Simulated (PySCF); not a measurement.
Harmonic spectrum computed at PBE0 in the def2-TZVP basis family (core potentials from Rb on, PySCF, no spin–orbit coupling):

```json
{"symmetry": "a'", "ω (cm⁻¹)": "396", "IR (km/mol)": "120"}
{"symmetry": "a''", "ω (cm⁻¹)": "458", "IR (km/mol)": "31.9"}
{"symmetry": "a'", "ω (cm⁻¹)": "538", "IR (km/mol)": "43.6"}
{"symmetry": "a'", "ω (cm⁻¹)": "620", "IR (km/mol)": "202"}
{"symmetry": "a''", "ω (cm⁻¹)": "1664", "IR (km/mol)": "411"}
{"symmetry": "a'", "ω (cm⁻¹)": "1694", "IR (km/mol)": "277"}
```

Task: Which molecule gave it? In each, all ligands are bound to the one heavy central atom.
A. H₂ZrS (singlet)
B. H₂WS (triplet)
C. H₂TiS (singlet)
D. H₂CS (singlet)

Result: A. It has Cs symmetry with Zr–H 1.847 Å (×2), Zr–S 2.178 Å.
